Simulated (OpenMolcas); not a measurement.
# W II: terms and fine structure

```yaml
Program: OpenMolcas
Method: CASSCF
Basis: ANO-RCC-VTZP [8s7p5d3f2g1h]
Scalar_Hamiltonian: DKH2, point nucleus
Active_space: 5 electrons in 6 orbitals (5d 6s)
State_averaging: 2S+1 = 6 even, 6 roots; 2S+1 = 4 even, 35 roots; 2S+1 = 2 even, 5 roots (0 in the spin-orbit step)
Spin-orbit_coupling: RASSI with atomic mean-field integrals over the reference wave functions, term energies averaged over their components
```

With spin-orbit coupling, above the lowest level:

| Configuration | Term | J | E (cm⁻¹) | Measured (cm⁻¹) | g | Term weight % | Second |
| --- | --- | --- | --- | --- | --- | --- | --- |
| 5d⁴ 6s | ⁶D | 1/2 | 0.0 | 0.0 | 3.292 | 93 | 7 ⁴P |
| 5d⁴ 6s | ⁶D | 3/2 | 985 | 1519 | 1.862 | 96 | 4 ⁴P |
| 5d⁴ 6s | ⁶D | 5/2 | 2402 | 3172 | 1.655 | 98 |  |
| 5d⁴ 6s | ⁶D | 7/2 | 4038 | 4716 | 1.582 | 98 |  |
| 5d⁴ 6s | ⁶D | 9/2 | 5694 | 6147 | 1.547 | 96 | 4 ⁴F |
| 5d⁵ | ⁶S | 5/2 | 8389 | 7420 | 1.974 | 93 | 6 5d⁴ 6s ⁴P |
| 5d⁴ 6s | ⁴P | 1/2 | 12758 |  | 2.618 | 90 | 7 ⁶D |
| 5d⁴ 6s | ⁴P | 3/2 | 13817 |  | 1.643 | 81 | 13 ⁴D |
| 5d⁴ 6s | ⁴P | 5/2 | 16241 |  | 1.359 | 37 | 33 ⁴F |

Against the 5 measured excited levels shown (NIST Handbook of Basic Atomic Spectroscopic Data) the mean absolute deviation is 680 cm-1; the largest miss in energy is 5d⁵ ⁶S_5/2: computed 8389, measured 7420 cm⁻¹ (+13.1 %), and the largest in proportion 5d⁴ 6s ⁶D_3/2 (-35.1 %).

Spin-orbit coupling puts the lowest level 4085 cm⁻¹ below the lowest spin-free term.

For ⁶D the intervals divided by the larger J are 656.8, 566.8, 467.3, 368.1 cm-1. Landé's interval rule makes them equal in pure LS coupling; they differ by 56 % of their mean. The multiplet is regular.

Some high roots are left out of the spin-orbit mixing, which shifts the levels that they would mix with. Without dynamic correlation excited terms often stand tens of per cent too high (terms of higher spin than the ground term too low), and those without a measured partner can miss by more than the paired ones. A single d shell beside an s shell can misplace configurations of different d count against each other. Computed and measured levels are paired by configuration, term and J; levels that our copy of the source lacks, or whose pairing is in doubt (as where it misses far off the trend of its configuration), stay unpaired and out of the deviations. Only configurations of the active space appear. The first state left out of the spin-orbit step lies near 20000 cm-1 above the lowest spin-free state of the reference (among the parities and spins computed), and the list stops at four fifths of that energy or lower.

The term weight is that of the spin-free term in the level, not the purity of its configuration.
